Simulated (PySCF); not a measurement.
Spin-rotation constants: `O=C(F)c1cc(Br)co1`, C5H2BrFO2

Molfile (atoms numbered from 1):
```
C5H2BrFO2
     RDKit          3D

 11 11  0  0  0  0  0  0  0  0999 V2000
   -2.6996    1.1989    0.1698 O   0  0  0  0  0  0  0  0  0  0  0  0
   -2.0975    0.1808    0.1179 C   0  0  0  0  0  0  0  0  0  0  0  0
   -2.7563   -1.0071    0.1329 F   0  0  0  0  0  0  0  0  0  0  0  0
   -0.6612   -0.0123    0.0345 C   0  0  0  0  0  0  0  0  0  0  0  0
    0.3388    0.9362   -0.0032 C   0  0  0  0  0  0  0  0  0  0  0  0
    1.5382    0.2041   -0.0842 C   0  0  0  0  0  0  0  0  0  0  0  0
    3.2765    0.8924   -0.1680 Br  0  0  0  0  0  0  0  0  0  0  0  0
    1.1885   -1.1243   -0.0900 C   0  0  0  0  0  0  0  0  0  0  0  0
   -0.1300   -1.2538   -0.0189 O   0  0  0  0  0  0  0  0  0  0  0  0
    0.2194    1.9996    0.0239 H   0  0  0  0  0  0  0  0  0  0  0  0
    1.7887   -2.0118   -0.1406 H   0  0  0  0  0  0  0  0  0  0  0  0
  1  2  2  0
  2  3  1  0
  2  4  1  0
  4  5  2  0
  5  6  1  0
  6  7  1  0
  6  8  2  0
  8  9  1  0
  9  4  1  0
  5 10  1  0
  8 11  1  0
M  END
```

Level of theory: GIAO KT3/pcSseg-1 magnetisability, rotational g tensor and spin-rotation constants, non-relativistic, gas phase (PySCF). Geometry: GFN2-xTB.

The calculation is non-relativistic, which matters for the atoms heavier than Zn.

Give the nuclear spin-rotation constants along the inertial axes (H = +C I·J) beside the isotropic shieldings.

Rotational constants 4.2340, 0.4570, 0.4125 GHz. A star marks the isotopologue with that one atom substituted, in its own axes.
```
atom  isotope  Caa (kHz)  Cbb (kHz)  Ccc (kHz)  mean (kHz)  σ (ppm)
  F3      19F      8.751      1.012      0.574       3.446    142.5
 Br7     79Br      1.826      1.020      0.721       1.189   2164.2
 H10       1H     -0.420      0.052     -0.047      -0.138     24.2
 H11       1H     -0.287      0.032     -0.045      -0.100     24.3
  O1     17O*     -1.956     -0.234     -0.049      -0.747    -50.8
  C2     13C*      1.870      0.125      0.120       0.705     39.7
  C4     13C*      1.641      0.168      0.088       0.632     49.7
  C5     13C*      1.434      0.199      0.060       0.564     61.1
  C6     13C*      1.783      0.133      0.074       0.663     67.1
  C8     13C*      1.714      0.169      0.089       0.657     43.9
  O9     17O*     -1.666     -0.179     -0.045      -0.630     31.6
```
For the geometry as given, no vibrational averaging.
